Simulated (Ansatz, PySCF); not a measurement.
Another site gives an ion 67986.03 eV lower (`O[SiH2]Br`) at the level CAM-B3LYP-D3(BJ)/def2-TZVPD (PySCF).

Computed with CAM-B3LYP-D3(BJ)/def2-TZVPD in Ansatz (a first-principles code). No frequencies were computed at this level.

Ansatz 0.2 input:
```yaml
crystal:
  periodic: [false, false, false]
  atoms:
    - { symbol: O, position_ang: [1.392387, -0.260723, -0.118696] }
    - { symbol: Si, position_ang: [-0.229804, -0.402895, -0.117809] }
    - { symbol: O, position_ang: [-0.989091, 0.967771, 0.32545] }
    - { symbol: H, position_ang: [1.876542, -0.020002, 0.666414] }
    - { symbol: H, position_ang: [-0.463165, -0.754543, -1.508299] }
    - { symbol: H, position_ang: [-0.717166, -1.314813, 0.903201] }
    - { symbol: H, position_ang: [-0.869705, 1.785204, -0.150262] }
basis:
  gaussian: { orbitals: def2-tzvpd }
hamiltonian:
  xc: cam_b3lyp
  dispersion: d3bj
relax:
  max_steps: 150
```

Output:

```
Functional definition: CAM-B3LYP
856 factors; their error is unknown
366 factors; integrals over basis functions are off by at most 1.5e-6 eV
mean field evaluation 1: about -12033.0009 eV, gradient 7.1e1 eV
mean field evaluation 2: about -12026.5599 eV, gradient 9.4e1 eV
mean field evaluation 4: about -12040.5426 eV, gradient 6.2e-1 eV
mean field evaluation 8: about -12040.5500 eV, gradient 2.5e-1 eV
mean field evaluation 16: about -12040.5500 eV, gradient 1.9e-5 eV
mean field -12040.55002180 eV, -442.4820519232 hartree, gradient 1.9e-5 eV, S^2 0.000000; 0 other end points of the search recorded, 0 dependent functions left out
reference -12040.55014740 eV, -442.4820565390 hartree; 17, 17 occupied and 142, 142 virtual orbitals, 856 factors
relax step   1: F+E_penalty+E_count = -12040.62333354 eV  Δ(F+E_penalty+E_count) = +0.000e0 eV  max|allowed force component| = 4.707e-1 eV/Å  Δτ_max = 0.0000 Å  (28 SCF iters, accepted)
these checks for a lower state are left out or cut short: starts, cluster_reference, orbital_swaps, neighbouring_geometries, increment
856 factors; their error is unknown
366 factors; integrals over basis functions are off by at most 1.5e-6 eV
mean field -12040.58768543 eV, -442.4834360362 hartree, gradient 1.4e-5 eV, S^2 0.000000; 0 other end points of the search recorded, 0 dependent functions left out
reference -12040.58781131 eV, -442.4834406620 hartree; 17, 17 occupied and 142, 142 virtual orbitals, 856 factors
relax step   2: F+E_penalty+E_count = -12040.66080146 eV  Δ(F+E_penalty+E_count) = -3.747e-2 eV  max|allowed force component| = 1.759e-1 eV/Å  Δτ_max = 0.0516 Å  (32 SCF iters, accepted)
these checks for a lower state are left out or cut short: starts, cluster_reference, orbital_swaps, neighbouring_geometries, increment
856 factors; their error is unknown
366 factors; integrals over basis functions are off by at most 1.6e-6 eV
mean field -12040.59231466 eV, -442.4836061572 hartree, gradient 1.4e-5 eV, S^2 0.000000; 0 other end points of the search recorded, 0 dependent functions left out
reference -12040.59244063 eV, -442.4836107864 hartree; 17, 17 occupied and 142, 142 virtual orbitals, 856 factors
relax step   3: F+E_penalty+E_count = -12040.66538191 eV  Δ(F+E_penalty+E_count) = -4.580e-3 eV  max|allowed force component| = 9.271e-2 eV/Å  Δτ_max = 0.0231 Å  (32 SCF iters, accepted)
these checks for a lower state are left out or cut short: starts, cluster_reference, orbital_swaps, neighbouring_geometries, increment
856 factors; their error is unknown
366 factors; integrals over basis functions are off by at most 1.5e-6 eV
mean field evaluation 32: about -12040.5875 eV, gradient 1.0e-2 eV
mean field -12040.59402028 eV, -442.4836688375 hartree, gradient 1.5e-5 eV, S^2 0.000000; 0 other end points of the search recorded, 0 dependent functions left out
reference -12040.59414619 eV, -442.4836734647 hartree; 17, 17 occupied and 142, 142 virtual orbitals, 856 factors
relax step   4: F+E_penalty+E_count = -12040.66713292 eV  Δ(F+E_penalty+E_count) = -1.751e-3 eV  max|allowed force component| = 1.232e-1 eV/Å  Δτ_max = 0.0237 Å  (32 SCF iters, accepted)
these checks for a lower state are left out or cut short: starts, cluster_reference, orbital_swaps, neighbouring_geometries, increment
856 factors; their error is unknown
366 factors; integrals over basis functions are off by at most 1.6e-6 eV
mean field -12040.59520151 eV, -442.4837122471 hartree, gradient 1.5e-5 eV, S^2 0.000000; 0 other end points of the search recorded, 0 dependent functions left out
reference -12040.59532746 eV, -442.4837168754 hartree; 17, 17 occupied and 142, 142 virtual orbitals, 856 factors
relax step   5: F+E_penalty+E_count = -12040.66831528 eV  Δ(F+E_penalty+E_count) = -1.182e-3 eV  max|allowed force component| = 1.145e-2 eV/Å  Δτ_max = 0.0167 Å  (32 SCF iters, accepted)
these checks for a lower state are left out or cut short: starts, cluster_reference, orbital_swaps, neighbouring_geometries, increment
856 factors; their error is unknown
366 factors; integrals over basis functions are off by at most 1.6e-6 eV
mean field -12040.59526548 eV, -442.4837145978 hartree, gradient 1.5e-5 eV, S^2 0.000000; 0 other end points of the search recorded, 0 dependent functions left out
reference -12040.59539144 eV, -442.4837192266 hartree; 17, 17 occupied and 142, 142 virtual orbitals, 856 factors
relax step   6: F+E_penalty+E_count = -12040.66836603 eV  Δ(F+E_penalty+E_count) = -5.075e-5 eV  max|allowed force component| = 1.010e-2 eV/Å  Δτ_max = 0.0046 Å  (33 SCF iters, accepted)
these checks for a lower state are left out or cut short: starts, cluster_reference, orbital_swaps, neighbouring_geometries, increment
856 factors; their error is unknown
366 factors; integrals over basis functions are off by at most 1.6e-6 eV
mean field -12040.59530459 eV, -442.4837160350 hartree, gradient 1.5e-5 eV, S^2 0.000000; 0 other end points of the search recorded, 0 dependent functions left out
reference -12040.59543054 eV, -442.4837206636 hartree; 17, 17 occupied and 142, 142 virtual orbitals, 856 factors
relax step   7: F+E_penalty+E_count = -12040.66839662 eV  Δ(F+E_penalty+E_count) = -3.059e-5 eV  max|allowed force component| = 1.873e-3 eV/Å  Δτ_max = 0.0053 Å  (33 SCF iters, accepted)
856 factors; their error is unknown
366 factors; integrals over basis functions are off by at most 1.6e-6 eV
mean field evaluation 64: about -12040.5880 eV, gradient 6.1e-1 eV
mean field -12040.59530459 eV, -442.4837160350 hartree, gradient 7.5e-5 eV, S^2 0.000000; 1 other end points of the search recorded, 0 dependent functions left out
reference -12040.59543054 eV, -442.4837206636 hartree; 17, 17 occupied and 142, 142 virtual orbitals, 856 factors
Total energy: -12040.66852257 eV, -442.4864067461 hartree
Atom 0 at     1.422349    -0.229693    -0.109095 Å, force    -0.001470    -0.000400     0.000999 eV/Å
Atom 1 at    -0.211412    -0.370648    -0.108380 Å, force     0.000362     0.000638     0.000188 eV/Å
Atom 2 at    -0.977881     1.008934     0.336951 Å, force     0.000704    -0.000942    -0.001393 eV/Å
Atom 3 at     1.884260    -0.084409     0.719002 Å, force     0.001873    -0.000936    -0.000339 eV/Å
Atom 4 at    -0.539221    -0.744047    -1.495182 Å, force     0.000395     0.000587    -0.001191 eV/Å
Atom 5 at    -0.664594    -1.366487     0.878045 Å, force    -0.000019     0.000070     0.001383 eV/Å
Atom 6 at    -0.913502     1.786350    -0.221342 Å, force    -0.001845     0.000982     0.000353 eV/Å
Dipole moment:     0.096089     0.168466     0.049260 e Å
```

Cost: very roughly 40 core-seconds.
